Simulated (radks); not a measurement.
The cobalt ion Co2+, configuration [Ar] 3d7. Calculated with a radial shooting solver on a logarithmic mesh with Libxc functionals: scalar-relativistic Kohn-Sham, Slater X-alpha with alpha = 0.885, spin-polarised, spherical densities, finite nucleus; open shells are filled with parallel spins first; Fermi nuclear charge, rms radius 3.7875 fm.

Normalised radial functions P(r) = r R(r), r in bohr:

| r | 3s up |
|---|---|
| 0.006225 | 0.1776 |
| 0.007019 | 0.1953 |
| 0.007978 | 0.2153 |
| 0.008995 | 0.2352 |
| 0.01014 | 0.2558 |
| 0.01143 | 0.2769 |
| 0.01289 | 0.2981 |
| 0.01454 | 0.3189 |
| 0.01639 | 0.3388 |
| 0.01848 | 0.3567 |
| 0.021 | 0.3727 |
| 0.02368 | 0.3835 |
| 0.0267 | 0.3888 |
| 0.0301 | 0.3870 |
| 0.03394 | 0.3763 |
| 0.03827 | 0.3550 |
| 0.04315 | 0.3214 |
| 0.04865 | 0.2738 |
| 0.05529 | 0.2063 |
| 0.06234 | 0.1269 |
| 0.07029 | 0.0323 |
| 0.07925 | -0.0756 |
| 0.08936 | -0.1933 |
| 0.1007 | -0.3155 |
| 0.1136 | -0.4347 |
| 0.1281 | -0.5417 |
| 0.1456 | -0.6299 |
| 0.1641 | -0.6759 |
| 0.1851 | -0.6751 |
| 0.2086 | -0.6184 |
| 0.2352 | -0.5005 |
| 0.2652 | -0.3220 |
| 0.2991 | -0.0904 |
| 0.3372 | 0.1794 |
| 0.3832 | 0.4848 |
| 0.4321 | 0.7598 |
| 0.4872 | 0.9957 |
| 0.5493 | 1.1684 |
| 0.6193 | 1.2614 |
| 0.6983 | 1.2689 |
| 0.7873 | 1.1973 |
| 0.8877 | 1.0629 |
| 1.009 | 0.8762 |
| 1.138 | 0.6865 |
| 1.283 | 0.5048 |
| 1.446 | 0.3472 |
| 1.63 | 0.2221 |
| 1.838 | 0.1313 |
| 2.073 | 0.0711 |
| 2.337 | 0.0350 |
| 2.656 | 0.0146 |
| 2.995 | 0.0057 |
| 3.377 | 0.0019 |
| 3.807 | 0.0006 |

3s up: eigenvalue -127.94 eV, 2 radial nodes at r = 0.0730, 0.312 bohr, <r> = 0.767 bohr, 90 % of the charge inside 1.15 bohr.
